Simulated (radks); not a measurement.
These are the eigenvalues of the occupied orbitals of an atom or ion with whole-number occupations (eV). Method: Dirac Kohn-Sham, LDA (Slater exchange, Perdew-Wang correlation), spin-unpolarised, spherical densities, finite nucleus; Fermi nuclear charge, rms radius of each element as measured or else 0.836 A^(1/3) + 0.57 fm; computed with a radial shooting solver on a logarithmic mesh with Libxc functionals.

orbital  eigenvalue
1s1/2     -35774.32
2s1/2     -5647.658
2p1/2     -5318.645
2p3/2     -4966.826
3s1/2     -1208.214
3p1/2     -1070.432
3p3/2     -1003.032
3d3/2     -759.8828
3d5/2     -745.5554
4s1/2     -262.6104
4p1/2     -213.0897
4p3/2     -199.1783
4d3/2     -118.4036
4d5/2     -116.0832
5s1/2      -66.0958
5p1/2      -52.5331
5p3/2      -50.3245

Which element is it, and in what charge state? The configuration may be excited. Open shells, if any, fill j = l - 1/2 first.

Answer. Z = 55, caesium, charge +4: Cs4+ in [Kr] 4d10 5s2 5p3. The list shows which subshells hold electrons but not how many an open one holds; the 1s level, -1314.7 hartree, gives Z - s = 51.3 by -(Z - s)^2/2, which with screening and relativity narrows Z to a few neighbours, and the depths of the outer levels then fix element, charge and occupations together.
